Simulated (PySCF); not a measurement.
Species: 1,5,5-trimethylcyclopentadiene, C₈H₁₂.
Z-matrix (Å and degrees, PBE0-D3(BJ)/def2-SVP geometry), rows numbered from 1:
```
C 
C   1  1.4867
C   2  1.3512  1  128.09
C   3  1.4632  2  109.67  1   179.98
C   4  1.3469  3  109.14  2    -0.01
C   5  1.5079  4  109.85  3     0.03
C   6  1.5345  2  110.93  1    61.77
C   6  1.5343  2  110.94  1   -61.64
H   1  1.0990  2  111.32  3     0.19
H   1  1.1037  2  111.58  3  -120.37
H   1  1.1037  2  111.56  3   120.77
H   3  1.0922  2  125.46  1    -0.02
H   4  1.0916  3  124.64  2   179.99
H   5  1.0916  4  127.06  3   179.98
H   7  1.1017  6  110.87  2   -64.69
H   7  1.1001  6  110.75  2    55.66
H   7  1.1010  6  110.74  2   175.81
H   8  1.1010  6  110.76  2  -175.82
H   8  1.1018  6  110.87  2    64.68
H   8  1.1001  6  110.75  2   -55.65
```

Computed with PySCF at PBE0/def2-SVPD, non-relativistic, on one gas-phase PBE0-D3(BJ)/def2-SVP geometry that isn't relaxed in the solvent. The solvent is an IEF-PCM continuum (Bondi radii, 1.10 Å for H, scaled by 1.2). Only the electrostatic response of the medium enters.

Gas phase at PBE0/def2-SVPD: HOMO -6.01 eV, LUMO -0.45 eV, dipole 0.64 D.

**Question.** What does the continuum do to the energy, the frontier levels and the dipole at PBE0/def2-SVPD in benzene?

**Answer.** 
```csv
solvent,ε,E(solvent) − E(gas) (kcal/mol),polarisation term (kcal/mol),distortion of the solute (kcal/mol),HOMO (eV),LUMO (eV),dipole (D)
benzene,2.271,-1.04,-1.10,0.06,-6.01,-0.44,0.82
```

Polarisation term: ½ Σ q·V over the induced surface charges. Distortion: the rise of the solute's own energy as its density leaves the gas-phase optimum.

**Question.** How does the static polarisability (PBE0/def2-SVPD, frozen core, with the continuum's full static response) change?

**Answer.** 
| medium | isotropic (au) | principal values (au) | ⟨r²⟩ of the electrons (bohr²) |
| --- | --- | --- | --- |
| gas | 93.0 | 75.3, 98.6, 105.0 | 916.0 |
| benzene | 107.7 | 86.3, 114.1, 122.6 | 915.6 |

The isotropic value in benzene is 1.16 times the gas-phase one; no cavity-field correction is applied. ⟨r²⟩ is taken about the centre of nuclear charge.

Rough CPU time on one thread of a shared machine: about 2 min. This is the whole response run at PBE0/def2-SVPD in benzene, SCF included.
